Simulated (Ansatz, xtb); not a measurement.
# A geometry optimisation of CH3STe+ with r2SCAN-D4/def2-SVP

The starting geometry of this gas-phase singlet was built from a drawn formula by distance geometry and a force field; its bonds are those of `C1=[SH][TeH+]1`.

```xyz
6

C     0.6814   -0.3007   -2.4986
S     2.1348    0.2815   -2.0245
Te    1.0070   -0.1122   -0.2428
H    -0.0001   -0.6055   -3.3834
H     2.9643   -0.8304   -2.2211
H     1.5518   -1.7363   -0.2565
```

**Question.** Where would you expect an optimisation with r2SCAN-D4/def2-SVP to take it?

**Answer.** A bond breaks, leaving `[H]/[Te+]=C\S`. Distances that change by over a tenth: C1–Te3 (2.29 → 2.03 Å). Contacts that open: S2–Te3 (2.15 → 3.32 Å).

The energy falls by 5.21 eV over 16 steps:

```tsv
step	E − E(last) (eV)
1	5.207
3	2.836
4	2.492
6	1.616
8	0.755
9	0.446
11	0.128
13	0.001
14	0.000
16	0.000
```

Final geometry (Å):

```yaml
atoms:
  - { symbol: C, position_ang: [1.0680, -0.4998, -2.0784] }
  - { symbol: S, position_ang: [2.7403, -0.5204, -2.1852] }
  - { symbol: Te, position_ang: [-0.0654, -0.7132, -0.4128] }
  - { symbol: H, position_ang: [0.4857, -0.3560, -3.0000] }
  - { symbol: H, position_ang: [2.8404, -0.3310, -3.5283] }
  - { symbol: H, position_ang: [1.2703, -0.8832, 0.5777] }
```

From the same start GFN2-xTB reaches the same bonding as this run.

No frequencies were run, so the end isn't proven a minimum. Atoms past krypton carry core potentials, without spin–orbit terms. Run with Ansatz 0.2.0, 20 s on 2 threads of Arm Neoverse V2, with other jobs on the host.
